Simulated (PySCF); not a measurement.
Method: PBE-D3(BJ)/def2-TZVP // PBE-D3(BJ)/def2-SVP (PySCF). Isolated molecules, 0 K electronic values unless said otherwise. One relaxed conformer stands for a flexible species; it need not be the lowest. 

Reference species: [Cd(NH2)(Cl)] (neutral, multiplicity 1).

```json
{
 "HOMO–LUMO gap": "3.86 eV",
 "charge on the central atom (Mulliken)": "0.68 e"
}
```

Changed species: [Cd(NH2)(CH3)] (Y = CH3; the reference has Y = Cl).

Problem. What does the change do to the HOMO–LUMO gap and charge on the central atom (Mulliken)?

Solution. the HOMO–LUMO gap goes up by 0.31 eV, to 4.17 eV; the charge on the central atom (Mulliken) falls by 0.07 e, to 0.61 e.
